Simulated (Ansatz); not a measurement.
`CO[SiH2][Se]C` and `CO[SiH2]CF` differ in one atom or group.

Ansatz, PBE0-D4/def2-TZVP geometries, multiplicity 1. Each molecule was computed in one conformer, which needn't be the lowest.

Scalar relativity is left out up to krypton.

| property | `CO[SiH2][Se]C` |
| --- | --- |
| size of the dipole moment (ωB97M-V/def2-TZVPP) / D | 2.20 |
| HOMO energy (ωB97M-V/def2-TZVPP) / eV | -8.89 |
| size of the dipole moment (PBE/def2-TZVPP) / D | 2.14 |
| HOMO–LUMO gap (B3LYP/def2-TZVPP) / eV | 6.30 |
| HOMO–LUMO gap (PBE/def2-TZVPP) / eV | 4.76 |
| HOMO energy (PBE0/def2-TZVPP) / eV | -6.72 |

Problem. Give the same properties after the change, and the shifts. (Best estimate.)

Solution. Computed: 
| property | `CO[SiH2]CF` | shift |
| --- | --- | --- |
| size of the dipole moment (ωB97M-V/def2-TZVPP) / D | 0.39 | -1.81 |
| HOMO energy (ωB97M-V/def2-TZVPP) / eV | -10.31 | -1.42 |
| size of the dipole moment (PBE/def2-TZVPP) / D | 0.33 | -1.81 |
| HOMO–LUMO gap (B3LYP/def2-TZVPP) / eV | 7.98 | 1.68 |
| HOMO–LUMO gap (PBE/def2-TZVPP) / eV | 5.99 | 1.23 |
| HOMO energy (PBE0/def2-TZVPP) / eV | -7.98 | -1.26 |

With PBE0 the HOMO falls by 1.26 eV and the LUMO rises by 0.39 eV, so the gap widens by about 1.65 eV. PBE moves the HOMO by -0.88 eV and ωB97M-V by -1.42 eV. Dipoles are sizes alone; their direction can turn.

B3LYP here is the variant with VWN-RPA as its local correlation; programs differ in this.

Spin–orbit coupling is left out; it splits and shifts lone-pair levels of the heavy atoms by tenths of an eV.
